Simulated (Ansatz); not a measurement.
`[SiH3]C[S][GaH2]` + `C=CNCC` → `CC[NH][GaH2]` + `C=CSC[SiH3]`  (formal exchange of groups at a Ga–S bond)

Isolated molecules relaxed with PBE0-D4/def2-TZVP in Ansatz; ΔE leaves out vibrations. CCSD(T)/CBS adds triple-zeta CCSD(T) − MP2 to the extrapolated MP2 energy (def2 sets, frozen cores). DFT in def2-TZVPP. B3LYP here is the variant with VWN-RPA as its local correlation; programs differ in this. For Ga outer-core shells are correlated without core-valence functions, which leaves a few kJ/mol of doubt a bond. Scalar relativity is left out up to krypton. Each species was taken in one conformer, which may not be the lowest.

`[SiH3]C[S][GaH2]`:

```xyz
11

Si   -0.507   -1.261   -0.928
C    -0.273    0.602   -0.947
S     1.337    1.028   -0.199
Ga    0.914    0.944    1.949
H     0.608   -1.910   -1.660
H    -1.801   -1.646   -1.559
H    -0.500   -1.726    0.485
H    -0.251    0.980   -1.972
H    -1.086    1.113   -0.429
H     2.131    1.185    2.892
H    -0.571    0.691    2.367
```

`C=CNCC`:

Z-matrix (Å, degrees):
```
C
C 1 1.521
N 1 1.446 2 114.6
H 1 1.094 2 110.1 3 -122.2
H 1 1.095 2 109.9 3 121.1
H 2 1.093 1 110.9 3 60.8
H 2 1.093 1 111.0 3 -179.2
H 2 1.093 1 110.8 3 -58.9
C 3 1.375 1 119.4 2 73.4
H 3 1.009 1 114.4 2 -67.3
C 9 1.334 3 127.2 1 -151.9
H 9 1.088 3 113.1 1 31.2
H 11 1.080 9 120.2 3 -174.7
H 11 1.085 9 122.0 3 3.6
```

`CC[NH][GaH2]`:

```xyz
12

C    -0.599    0.997    1.264
C     0.146   -0.233    0.776
N     0.688   -0.081   -0.555
Ga    0.232   -1.000   -2.052
H     0.060    1.870    1.282
H    -0.984    0.848    2.277
H    -1.439    1.226    0.604
H    -0.532   -1.093    0.772
H     0.943   -0.479    1.491
H     1.369    0.661   -0.618
H     0.964   -0.602   -3.373
H    -0.848   -2.114   -1.869
```

`C=CSC[SiH3]`:

Z-matrix (Å, degrees):
```
C
Si 1 1.882
S 1 1.810 2 112.4
H 1 1.094 2 112.6 3 124.6
H 1 1.093 2 109.6 3 -116.6
H 2 1.485 1 110.0 3 -60.6
H 2 1.484 1 109.2 3 59.6
H 2 1.490 1 110.0 3 179.6
C 3 1.744 1 101.1 2 70.2
C 9 1.328 3 123.9 1 -156.8
H 9 1.087 3 115.2 1 27.4
H 10 1.084 9 122.0 3 4.9
H 10 1.083 9 120.4 3 -174.2
```

```csv
level,ΔE (kcal/mol),difference from CCSD(T)/CBS
PBE-D4,12.2,2.3
PBE0-D4,13.1,3.2
B3LYP-D4,11.8,1.9
ωB97X-V,11.6,1.7
ωB97M-V,11.8,1.9
B2PLYP,10.7,0.8
PBE,12.1,2.2
PBE0,13.1,3.2
SCS-MP2/def2-TZVPP,9.1,-0.8
CCSD/def2-TZVPP,10.1,0.2
HF/def2-QZVPP,13.3,3.4
MP2/def2-QZVPP,9.3,-0.6
SCS-MP2/def2-QZVPP,9.1,-0.8
HF/CBS(def2),13.3,3.4
MP2/CBS(def2),9.5,-0.4
CCSD/CBS(def2),10.3,0.4
CCSD(T)/CBS,9.9,0
```

Largest T1 diagnostic among the species: 0.014.

From PBE to PBE0 (25 % exact exchange), in def2-TZVPP and without D4, ΔE moves by +1.0 kcal/mol. In def2-TZVPP, CCSD(T) changes the Hartree–Fock value by −3.9 kcal/mol (the triples alone add −0.4 kcal/mol) and MP2 by −4.3 kcal/mol.
